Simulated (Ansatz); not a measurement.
Molecule: sum formula H3SiO3Cl, charge 0, multiplicity 1. SMILES: O[Si](O)(O)Cl
Structure (B3LYP-D3(BJ)/def2-TZVP (Ansatz, an electronic-structure program) minimum search):
```xyz
8

Si    -0.0990    -0.0832    -0.3488
Cl     0.4522     0.3800     1.5933
O     -0.8630     1.1881    -1.0101
O      1.2282    -0.4317    -1.2172
O     -1.0925    -1.3676    -0.3354
H     -0.4229     2.0418    -1.0125
H      1.8240    -1.1139    -0.8974
H     -1.8842    -1.3340     0.2074
```
Charge 0, spin multiplicity 1.

Parts of the frozen-core correlation energy in STO-3G (Ansatz, hartree). Frozen orbitals: 13; correlated occupied orbitals by spin: 16 and 16; virtual: 7 and 7. Spin-orbit coupling is left out. No relativistic terms.

| term | value |
|---|---|
| reference (HF) | -963.56897 |
| MP2 opposite-spin | (withheld) |
| MP2 same-spin | (withheld) |
| CCSD correlation | -0.16677 |
| (T) | (withheld) |
| T1 diagnostic | 0.011 |
| largest doubles amplitude | 0.048 |

### Question
What belongs in the gaps?

### Answer

- MP2 opposite-spin, value: -0.11333
- MP2 same-spin, value: -0.02251
- (T), value: -0.00463
